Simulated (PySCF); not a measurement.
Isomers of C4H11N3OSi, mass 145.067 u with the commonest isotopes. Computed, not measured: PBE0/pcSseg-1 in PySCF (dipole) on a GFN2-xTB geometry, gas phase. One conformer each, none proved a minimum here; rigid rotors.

Question: Order these by rotational constant B, largest first.
A. `[NH2:1][C:2](=[O:3])[C@H:4]1[CH2:5][CH2:6][Si:7]1([NH2:8])[NH2:9]` with H–N1–C2–O3 -9° and -167°, N1–C2–C4–C5 162°, C6–Si7–N8–H 113° and -25°, C6–Si7–N9–H 51° and -86°
B. `[CH3:1][NH:2][CH2:3][Si@@:4]([NH2:5])([C:6]#[N:7])[O:8][CH3:9]` with C1–N2–C3–Si4 -178°, N2–C3–Si4–N5 -42°, C3–Si4–N5–H -130° and 15°, C3–Si4–O8–C9 -68°
C. `[CH3:1][Si@@:2]([NH2:3])([OH:4])[NH:5][CH2:6][CH2:7][C:8]#[N:9]` with C1–Si2–N3–H 64° and -69°, C1–Si2–O4–H -177°, C1–Si2–N5–C6 -58°, Si2–N5–C6–C7 87°, N5–C6–C7–C8 179°

Answer: A (1154 MHz), B (858.1 MHz), C (610.0 MHz).

Question: Order these by dipole moment, smallest first.
A. `[CH3:1][NH:2][CH2:3][Si@@:4]([NH2:5])([C:6]#[N:7])[O:8][CH3:9]` with C1–N2–C3–Si4 -178°, N2–C3–Si4–N5 -42°, C3–Si4–N5–H -130° and 15°, C3–Si4–O8–C9 -68°
B. `[NH2:1][C:2](=[O:3])[C@H:4]1[CH2:5][CH2:6][Si:7]1([NH2:8])[NH2:9]` with H–N1–C2–O3 -9° and -167°, N1–C2–C4–C5 162°, C6–Si7–N8–H 113° and -25°, C6–Si7–N9–H 51° and -86°
C. `[CH3:1][Si@@:2]([NH2:3])([OH:4])[NH:5][CH2:6][CH2:7][C:8]#[N:9]` with C1–Si2–N3–H 64° and -69°, C1–Si2–O4–H -177°, C1–Si2–N5–C6 -58°, Si2–N5–C6–C7 87°, N5–C6–C7–C8 179°

Answer: A (3.92 D), B (4.15 D), C (5.31 D).

Question: Order these by rotational constant C, largest first.
A. `[CH3:1][Si@@:2]([NH2:3])([OH:4])[NH:5][CH2:6][CH2:7][C:8]#[N:9]` with C1–Si2–N3–H 64° and -69°, C1–Si2–O4–H -177°, C1–Si2–N5–C6 -58°, Si2–N5–C6–C7 87°, N5–C6–C7–C8 179°
B. `[CH3:1][NH:2][CH2:3][Si@@:4]([NH2:5])([C:6]#[N:7])[O:8][CH3:9]` with C1–N2–C3–Si4 -178°, N2–C3–Si4–N5 -42°, C3–Si4–N5–H -130° and 15°, C3–Si4–O8–C9 -68°
C. `[NH2:1][C:2](=[O:3])[C@H:4]1[CH2:5][CH2:6][Si:7]1([NH2:8])[NH2:9]` with H–N1–C2–O3 -9° and -167°, N1–C2–C4–C5 162°, C6–Si7–N8–H 113° and -25°, C6–Si7–N9–H 51° and -86°

Answer: C (967.2 MHz), B (765.4 MHz), A (594.4 MHz).

| SMILES | point group | Ia (u·Å²) | Ib (u·Å²) | Ic (u·Å²) | κ | μa (D) | μb (D) | μc (D) |
| --- | --- | --- | --- | --- | --- | --- | --- | --- |
| CNC[Si@@](N)(C#N)OC | C1 | 305.41 | 588.98 | 660.25 | -0.79 | 1.13 | 3.70 | 0.62 |
| C[Si@@](N)(O)NCCC#N | C1 | 177.53 | 828.48 | 850.24 | -0.99 | 4.43 | 1.16 | 2.68 |
| NC(=O)[C@H]1CC[Si]1(N)N | C1 | 265.85 | 437.92 | 522.54 | -0.60 | 3.37 | 1.99 | 1.40 |
